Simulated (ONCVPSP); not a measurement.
# selenium: one change to an ONCV potential, before and after

selenium, optimised norm-conserving Vanderbilt (ONCV), made with ONCVPSP 4.0.1 (PBE, scalar-relativistic). Core [Ar] 3d10, reference 4s2 4p4. Waves: 4s: rc 1.60 bohr, ncon 4, nbas 7, qcut 4.7 1/bohr, 2 projectors, debl 0.6 Ha; 4p: rc 1.60 bohr, ncon 3, nbas 6, qcut 4.4 1/bohr, 2 projectors, debl 2.3 Ha; d scattering state at 0.3 Ha: rc 1.70 bohr, ncon 4, nbas 8, qcut 6.6 1/bohr, 2 projectors, debl 2 Ha. Local part: polynomial inside 1.10 bohr (lpopt 5, dvloc0 4 Ha). Core correction: none.

In the s channel the program set the typed energies aside and used -0.635, 0.250 Ha.

All-electron outer shells of the reference configuration (PBE, scalar-relativistic, ld1.x):

```
shell  level (eV)  outermost node (bohr)  outermost maximum (bohr)
   3p     -152.98                   0.21                      0.50
   3d      -53.12                      –                      0.45
   4s      -17.29                   0.70                      1.51
   4p       -6.51                   0.74                      1.82
```

Change: s: rc 2.32.

Cutoffs: the cutoffs (Ha) at which the residual kinetic energy of the hardest occupied pseudo-wave falls to 1 and 0.1 mHa per electron; they do not see the model core or the augmentation charge, which bear on the density cutoff. Errors are all-electron minus pseudo energies relative to the spin-unpolarised reference configuration.

**Question.** Predict the effect on cutoff, ghosts and configuration errors.

**Answer.** The potential gets softer (12 Ha and 37 Ha → 9.5 Ha and 35 Ha); both files keep a bound ghost (d); of the 4 tests that both files solve, the error grows in 0 and shrinks in 3 by more than 15 % and 0.3 meV (median size 14.4 → 10.1 meV). A larger radius leaves more room for a smooth pseudo-wave, so fewer plane waves are needed. That the errors move this way runs against the usual rule that smaller radii transfer better.

| quantity | base | changed |
| --- | --- | --- |
| cutoff, loose | 12 Ha | 9.5 Ha |
| cutoff, tight | 37 Ha | 35 Ha |
| loose cutoff by channel | s 12 Ha, p 9.5 Ha | s 7.9 Ha, p 9.5 Ha |
| bound ghosts | d | d |
| GHOST(+) flags under 300 eV | s at 108.4 eV | s at 88.6 eV |
| error for 4s2 4p3, meV [ΔE 10.85 eV] | -4.5 | -3.6 |
| error for 4s2 4p2, meV [ΔE 31.19 eV] | -24 | -17 |
| error for 4s2 4p1, meV [ΔE 62.06 eV] | -65 | -36 |
| error for 4s2 4p3.5, meV [ΔE 4.31 eV] | -1.0 | -0.9 |
| p: phases at 1.62 bohr within 0.05 rad from the reference energy up to (Ha; the scan ends near 5) | to the end of the scan | to the end of the scan |
| d: phases at 1.72 bohr within 0.05 rad from the reference energy up to (Ha; the scan ends near 5) | to the end of the scan | to the end of the scan |

Base: The cutoffs count occupied waves only; projector 2 of the d channel, the hardest unoccupied one, needs 104 Ha at the loose tolerance. Changed file: The cutoffs count occupied waves only; projector 2 of the d channel, the hardest unoccupied one, needs 104 Ha at the loose tolerance. A true bound ghost makes a file unfit for plane-wave use even where its test errors are small: the radial tests pick states by their node count and pass the ghost by.
